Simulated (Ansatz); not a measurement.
Geometry optimisation, UKS B3LYP-D4/def2-SVP in Ansatz 0.2.0.

Input file:

```yaml
crystal:
  periodic: [false, false, false]
  atoms:
    - { symbol: "N", position_ang: [-0.69383, -1.42335, 0.10928] }
    - { symbol: Ga, position_ang: [-0.12763, 0.26291, -0.27259] }
    - { symbol: O, position_ang: [1.1567, 1.01694, 0.55859] }
    - { symbol: H, position_ang: [-1.46056, -1.9216, -0.32607] }
    - { symbol: H, position_ang: [-0.65391, 1.23446, -1.32576] }
    - { symbol: H, position_ang: [1.77924, 0.83065, 1.25655] }
magnetization:
  spin_polarized: true
  initial_magnetization: 1
basis:
  gaussian: { orbitals: def2-SVP }
hamiltonian:
  xc: b3lyp
  dispersion: d4
relax:
  f_tol: 0.015
  max_steps: 40
```

Command:

```bash
$ ansatz run input.yaml --threads 2 --pin off --max-ram 3072MiB --backend cpu --events-out ev --progress --plain --runs-dir out
```

**Question.** Where does it end, and by what steps?

**Answer.** The run converged. After 8 steps the energy has fallen by 0.449 eV; H4 moved furthest, 0.64 Å.

| step | energy less start (eV) | largest force component (eV/Å) | accepted |
| --- | --- | --- | --- |
| 0 | 0.0000 | 1.453 | yes |
| 1 | -0.1809 | 0.847 | yes |
| 2 | -0.2532 | 1.767 | yes |
| 3 | -0.3178 | 1.882 | yes |
| 4 | -0.4124 | 0.455 | yes |
| 5 | -0.4334 | 0.328 | yes |
| 6 | -0.4475 | 0.063 | yes |
| 7 | -0.4485 | 0.065 | yes |
| 8 | -0.4488 | 0.010 | yes |

```xyz
6
Properties=species:S:1:pos:R:3
N -0.454 -1.476 -0.255
Ga -0.130 0.360 -0.427
O 1.096 1.076 0.665
H -1.316 -1.713 0.262
H -0.686 1.292 -1.542
H 1.490 0.461 1.297
```

Whether the end is a true minimum wasn't checked by a vibrational analysis.

The run took 25 s on 2 threads of Arm Neoverse V1, on a shared host, peak memory 0.2 GiB.
